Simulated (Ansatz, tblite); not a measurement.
Removing an electron: Si(vinyl)3(NEt2) (C₁₀H₁₉NSi). Charge 0, multiplicity 1. Geometry: r2SCAN-D4/def2-SVP. Ansatz, gas phase; energy differences of separate SCF runs; the oxidised species was run as a doublet alone.

Cartesian coordinates in Å:
```
Si 0.4767 0.3458 0.7496
C -0.5874 0.9073 2.1863
C -0.3836 0.5369 3.4608
H -1.3966 1.6277 1.9905
H 0.4121 -0.1666 3.7368
H -0.9992 0.9149 4.2869
C 1.7016 -0.9491 1.3353
C 3.0177 -0.9265 1.0666
H 1.3105 -1.8166 1.8901
H 3.4752 -0.1026 0.5036
H 3.6980 -1.7273 1.3838
C 1.4399 1.8200 0.0902
C 1.1520 2.4191 -1.0766
H 2.2525 2.2452 0.6992
H 0.3489 2.0408 -1.7231
H 1.6960 3.3007 -1.4388
N -0.5621 -0.3074 -0.4887
C 0.0296 -0.9298 -1.6680
C 0.0105 -2.4568 -1.6353
C -2.0165 -0.2638 -0.4539
C -2.6136 0.9277 -1.2023
H 1.0747 -0.5836 -1.7644
H -0.4842 -0.5686 -2.5820
H 0.5925 -2.8293 -0.7778
H -1.0161 -2.8464 -1.5436
H 0.4450 -2.8763 -2.5576
H -2.4223 -1.2047 -0.8734
H -2.3539 -0.2436 0.5968
H -2.2898 1.8772 -0.7452
H -2.2926 0.9390 -2.2568
H -3.7156 0.8969 -1.1888
```

The xTB rows come from tblite. Single mean-field runs in def2-TZVP are fitted with def2-universal-jkfit.

```csv
level,−HOMO (eV),vertical IE (eV),−LUMO (eV),HOMO–LUMO gap (eV)
GFN1-xTB,10.37,12.96,7.38,2.99
revPBE-D4/def2-TZVP,4.73,7.47,1.56,3.17
PBE0-D4/def2-TZVP,6.05,7.60,0.68,5.38
```

(1) Estimate the rows for GFN2-xTB, PBE-D4/def2-TZVP.

Answers

(1) 
| level | −HOMO (eV) | vertical IE (eV) | −LUMO (eV) | HOMO–LUMO gap (eV) |
| --- | --- | --- | --- | --- |
| GFN2-xTB | 9.33 | 12.02 | 6.35 | 2.97 |
| PBE-D4/def2-TZVP | 4.79 | 7.44 | 1.66 | 3.13 |

Relaxing the oxidised species (r2SCAN-D4/def2-SVP) changes its energy by -0.25 eV at PBE-D4/def2-TZVP, so the adiabatic ionisation energy to this nearest minimum is 7.19 eV. At PBE0-D4/def2-TZVP it is 7.27 eV.   Raw xTB energy differences between charge states are shifted by several eV; the methods need an empirical correction for them.
